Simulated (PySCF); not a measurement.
**Antimony: a sound run and one with changed settings**

Sound run: Sb+ [Kr] 4d10 5s2 5p2, Sb(2+) [Kr] 4d10 5s2 5p1. All numbers are calculated (PySCF 2.14, a scalar-relativistic core potential, in def2-TZVP with the def2 core potential (28 electrons)). The sound run starts from symmetry-adapted Hartree-Fock orbitals and uses a fine grid where one is needed.

Changed run: radial step 0.5 in ln r (0.13 in the sound run). This setting is unsound on purpose.

```json
{"species": "Sb+", "method": "UHF", "sound run (hartree)": "-238.96183", "changed run (hartree)": "-238.96183", "converged": "yes"}
{"species": "Sb+", "method": "B3LYP", "sound run (hartree)": "-239.96546", "changed run (hartree)": "-239.92490", "converged": "yes"}
{"species": "Sb+", "method": "BP86", "sound run (hartree)": "-240.00281", "changed run (hartree)": "-239.94171", "converged": "yes"}
{"species": "Sb(2+)", "method": "UHF", "sound run (hartree)": "-238.37352", "changed run (hartree)": "-238.37352", "converged": "yes"}
{"species": "Sb(2+)", "method": "B3LYP", "sound run (hartree)": "-239.35875", "changed run (hartree)": "-239.31813", "converged": "yes"}
{"species": "Sb(2+)", "method": "BP86", "sound run (hartree)": "-239.39302", "changed run (hartree)": "-239.33222", "converged": "yes"}
```

Ionisation energy of Sb+:

| method | sound run (eV) | changed run (eV) |
| --- | --- | --- |
| UHF | 16.009 | 16.009 |
| B3LYP | 16.509 | 16.511 |
| BP86 | 16.593 | 16.585 |

A coarse radial grid mis-integrates the density and the exchange-correlation energy, with errors of either sign; Hartree-Fock needs no grid.

For comparison, NIST gives 16.626 ± 0.025 eV between the lowest levels.
